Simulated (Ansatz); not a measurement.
Start from `BNC[CH2][AlH2]` and change one atom or group to get `[AlH2][CH2]C[TeH]`.

Ansatz, PBE0-D4/def2-TZVP geometries, multiplicity 1. Each molecule was computed in one conformer, which needn't be the lowest.

Elements past krypton have def2 core potentials.

| property | `BNC[CH2][AlH2]` |
| --- | --- |
| HOMO energy (ωB97M-V/def2-TZVPP) / eV | -9.57 |
| LUMO energy (PBE/def2-TZVPP) / eV | -1.76 |
| HOMO–LUMO gap (B3LYP/def2-TZVPP) / eV | 6.14 |
| size of the dipole moment (PBE/def2-TZVPP) / D | 2.73 |
| HOMO energy (PBE/def2-TZVPP) / eV | -6.16 |
| LUMO energy (B3LYP/def2-TZVPP) / eV | -1.01 |

Problem. Give the same properties after the change, and the shifts. (An estimate is asked.)

Solution. Ansatz gave: 
```
                                      property  `[AlH2][CH2]C[TeH]`  shift
         HOMO energy (ωB97M-V/def2-TZVPP) / eV                -8.11   1.46
             LUMO energy (PBE/def2-TZVPP) / eV                -2.36  -0.60
         HOMO–LUMO gap (B3LYP/def2-TZVPP) / eV                 3.98  -2.16
size of the dipole moment (PBE/def2-TZVPP) / D                 1.06  -1.67
             HOMO energy (PBE/def2-TZVPP) / eV                -4.96   1.20
           LUMO energy (B3LYP/def2-TZVPP) / eV                -1.80  -0.79
```

With PBE0 the HOMO rises by 1.36 eV and the LUMO falls by 0.78 eV, so the gap narrows by about 2.14 eV. PBE moves the HOMO by 1.20 eV and ωB97M-V by 1.46 eV. Dipoles are sizes alone; their direction can turn.

B3LYP here is the variant with VWN-RPA as its local correlation; programs differ in this.

Spin–orbit coupling is left out; it splits and shifts lone-pair levels of the heavy atoms by tenths of an eV.
